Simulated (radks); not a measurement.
Values are calculated unless marked as measured or tabulated.
Ionisation of the cerium ion Ce+, [Xe] 4f1 5d2, to [Xe] 4f2 as the strength of local exchange is varied. Code: a radial shooting solver on a logarithmic mesh with Libxc functionals. Model: Dirac Kohn-Sham, Slater X-alpha exchange (alpha = 2/3 is LDA exchange), no correlation, spin-unpolarised, spherical densities, point nucleus; open shells fill j = l - 1/2 first.

| alpha | E(Ce+) (hartree) | exchange (hartree) | IE (eV) | -e of the level emptied (eV) | <r> of it (bohr) |
|---|---|---|---|---|---|
| 0.714 | -8866.8456 | -212.0643 | 8.780 | 6.786 (5d3/2) | 2.845 |
| 0.755 | -8879.0311 | -224.5399 | 8.576 | 7.103 (5d3/2) | 2.793 |
| 0.764 | -8881.7081 | -227.2827 | 8.531 | 7.174 (5d3/2) | 2.782 |
| 0.788 | -8888.8507 | -234.6045 | 8.408 | 7.367 (5d3/2) | 2.753 |
| ? | -8852.8969 | -197.8025 | 9.007 | 6.437 (5d3/2) | 2.908 |

Which alpha was used in the last row?

Answer. alpha = 0.667. NIST Atomic Spectra Database: 10.96 eV (semi-empirical). The central value is not met in this range of alpha. Spin polarisation and multiplet splitting are left out, so open shells lie too high by an amount that depends on their filling.

Beside tabulated values, note that spin-unpolarised runs miss the spin-polarisation part of the exchange energy of open shells.
